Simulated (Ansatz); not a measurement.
Abstraction of H: GeH3(SH) + SiH(OH)2(SiH2) → GeH2(SH) + SiH(OH)2(SiH3)

Species: GeH3(SH), singlet; SiH(OH)2(SiH2), doublet; GeH2(SH), doublet; SiH(OH)2(SiH3), singlet. A radical takes H: the energy is the difference in strength between the Ge–H bond broken and the Si–H bond made.

Shapes, held fixed at every level: PBE0-D4/def2-TZVP. Flexible molecules stand in one conformer, not always the lowest. Programs: Ansatz 0.2.0. The zero-point and thermal change to 298 K, harmonic and unscaled (PBE0-D4/def2-TZVP), is +0.3 kJ/mol.

```json
{"level": "MP2/def2-SVP", "kind": "perturbation theory", "ΔH(298 K) (kJ/mol)": "-17.4", "less CCSD(T)/def2-TZVPP": "+2.6"}
{"level": "MP2/def2-TZVPP", "kind": "perturbation theory", "ΔH(298 K) (kJ/mol)": "-19.1", "less CCSD(T)/def2-TZVPP": "+0.9"}
{"level": "r2SCAN-D4/def2-TZVPP", "kind": "meta-GGA", "ΔH(298 K) (kJ/mol)": "-22.9", "less CCSD(T)/def2-TZVPP": "-2.9"}
{"level": "BHLYP-D4/def2-TZVPP", "kind": "global hybrid", "ΔH(298 K) (kJ/mol)": "-27.2", "less CCSD(T)/def2-TZVPP": "-7.2"}
{"level": "PBE0-D4/def2-TZVPP", "kind": "global hybrid", "ΔH(298 K) (kJ/mol)": "-22.9", "less CCSD(T)/def2-TZVPP": "-2.9"}
{"level": "B2PLYP/def2-TZVPP", "kind": "double hybrid", "ΔH(298 K) (kJ/mol)": "-27.1", "less CCSD(T)/def2-TZVPP": "-7.1"}
{"level": "CCSD/def2-TZVPP", "kind": "coupled cluster or CI", "ΔH(298 K) (kJ/mol)": "-19.6", "less CCSD(T)/def2-TZVPP": "+0.4"}
{"level": "CCSD(T)/def2-TZVPP", "kind": "coupled cluster or CI", "ΔH(298 K) (kJ/mol)": "-20.0", "less CCSD(T)/def2-TZVPP": "0.0"}
```

The highest level, CCSD(T)/def2-TZVPP, gives ΔH(298 K) = -20.0 kJ/mol; the levels span -27.2 to -17.4. The column of differences is taken from that level and isn't an error. No measured value is set beside it here. Open shells run unrestricted. Relativity is left out for Ge. Outer-core shells of Ge are correlated, in sets that cover them unevenly.
